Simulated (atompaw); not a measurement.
Pseudopotential generation for samarium: PAW (atompaw), PBE, scalar-relativistic.

Input for atompaw 4.2.0.5:

```
Sm 62
GGA-PBE scalarrelativistic loggrid 2001 logderivrange -3 5 201
6 6 5 4 0 0
6 1 0
5 2 1
4 3 5
0 0 0
c
c
c
c
c
v
c
c
c
c
v
c
c
v
v
3
3.00 2.45 2.90 2.15
y
0.95
n
y
4.55
n
y
1.1
n
y
0.2
n
bloechl besselshape
bessel
PWSCFOUT
UPFDX 0.0125d0 UPFXMIN -7.d0 UPFZMESH 62.d0
END
```

Command:

```bash
atompaw < Sm.input > Sm.log
```

The program printed (summary file):

```
Completed calculations for Sm (AE)

 Exchange-correlation type: GGA, Perdew-Burke-Ernzerhof

 Radial integration grid is logarithmic
 r0 =   1.0892634E-04 h =   6.7534333E-03   n =      2001 rmax =   8.0000000E+01

 Scalar relativistic calculation

 AEatom converged in  38 iterations
   nz     =  62.00
   delta  =       9.491024920816E-17

 All Electron Orbital energies:
  n  l      occupancy      energy
  1  0      2.0000000E+00 -3.4313867E+03
  2  0      2.0000000E+00 -5.6113519E+02
  3  0      2.0000000E+00 -1.2338798E+02
  4  0      2.0000000E+00 -2.4928798E+01
  5  0      2.0000000E+00 -3.4336194E+00
  6  0      2.0000000E+00 -2.9362567E-01
  2  1      6.0000000E+00 -5.0056770E+02
  3  1      6.0000000E+00 -1.0445784E+02
  4  1      6.0000000E+00 -1.8697904E+01
  5  1      6.0000000E+00 -1.9107317E+00
  6  1      0.0000000E+00 -9.8217716E-02
  3  2      1.0000000E+01 -7.8839488E+01
  4  2      1.0000000E+01 -9.9552532E+00
  5  2      1.0000000E+00 -2.0146284E-01
  4  3      5.0000000E+00 -5.8510474E-01

 Total energy
   Total                    :   -20854.20831735148386

 ---
 Completed calculations for Sm (SC)

 Exchange-correlation type: GGA, Perdew-Burke-Ernzerhof

 Radial integration grid is logarithmic
 r0 =   1.0892634E-04 h =   6.7534333E-03   n =      2001 rmax =   8.0000000E+01

 Scalar relativistic calculation

 SCatom converged in   1 iterations
   nz     =  62.00
   delta  =       9.287279049202E-17

 Valence Electron Orbital energies:
  n  l      occupancy      energy
   6  0      2.0000000E+00 -2.9362567E-01
   6  1      0.0000000E+00 -9.8217717E-02
   5  2      1.0000000E+00 -2.0146284E-01
   4  3      5.0000000E+00 -5.8510474E-01

 Total energy
   Total                    :   -20854.20831735184765
   Valence                  :     -492.48265893577513

 PAW parameters:
       lmax =            3
         rc =    3.0036347465589861
        irc =         1515
   rc_shape =    2.4527552713013980
    rc_vloc =    2.9039001866937508
    rc_core =    2.1573717099735883
   Vloc: truncated form - Vps(r)=A.sin(qr)/r for r<rc
   Projector type: Bloechl + Gram-Schmidt ortho.
   Bessel compensation charge shape zeroed at   2.4528E+00

 Number of basis functions     8
 No.   n  nodes  l      Energy         Cp coeff         Occ
  1    6    5    0   -0.2936257E+00 -0.9602323E+01  0.2000000E+01
  2  999    6    0    0.9500000E+00  0.1459407E+01  0.0000000E+00
  3    6    4    1   -0.9821772E-01 -0.3090638E+02  0.0000000E+00
  4  999    5    1    0.4550000E+01 -0.1364763E+02  0.0000000E+00
  5    5    2    2   -0.2014628E+00  0.5457829E+01  0.1000000E+01
  6  999    3    2    0.1100000E+01  0.5696181E+01  0.0000000E+00
  7    4    0    3   -0.5851047E+00  0.1609271E+02  0.5000000E+01
  8  999    1    3    0.2000000E+00  0.2170350E+02  0.0000000E+00

 Eigenvalues of overlap operator (in the basis of projectors):
    1        1.51308132E-02
    2        1.75184808E-01
    3        1.02207516E+00
    4        3.27483162E+00
    5        3.96631371E+00
    6        1.60786089E+01
    7        9.29997306E+01
    8        1.21088142E+02

 Orbital leakage outside PAW augmentation regions
   orb  is_core?  %out_of_sphere
   1 0    T           0.00
   2 0    T           0.00
   3 0    T           0.00
   4 0    T           0.00
   5 0    T           0.41
   6 0    F          78.05
   2 1    T           0.00
   3 1    T           0.00
   4 1    T           0.00
   5 1    T           2.25
   6 1    F          93.83
   3 2    T          -0.00
   4 2    T           0.00
   5 2    F          37.10
   4 3    F           0.61

 Summary of PAW energies
   Total valence energy     :   -492.48265991209763
   Smooth energy            :     11.34172989978393
   One center               :   -503.82438981188159
   Smooth kinetic           :      5.21830307325661
   Vloc energy              :      1.79929617967118
   Smooth exch-corr         :     -8.53657501704878
   One-center xc            :   -461.27232259854782
```

Note: ghost state, extra bound levels that the all-electron valence spectrum of the same l lacks: s at -21.3 eV. A true bound ghost makes a file unfit for plane-wave use.

The run took about 13 s on one core of a shared server CPU.
